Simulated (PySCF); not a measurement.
MgClBr, SMILES [Cl][Mg][Br].

Coordinates come from a B3LYP-D3(BJ)/def2-TZVP optimisation.

Method: B3LYP-D3(BJ)/def2-TZVP (PySCF).

Frequencies are harmonic and unscaled.

Modes within 1.5 cm⁻¹ of each other (mostly degenerate sets) share a row, with their intensities summed.

Q: Give all harmonic wavenumbers and intensities. (The exact figures need the calculation; the answer reports its results.)

A: 
```tsv
mode	ν (cm⁻¹)	IR (km/mol)	Raman (Å⁴/amu)	depolarisation	moving atoms (share of kinetic energy)
1–2	101	86.1	0.0	–	Mg 80 %, Cl 15 %
3	251	0.7	11.1	0.17	Cl 55 %, Br 39 %
4	574	139.2	0.2	0.38	Mg 77 %, Cl 19 %
```
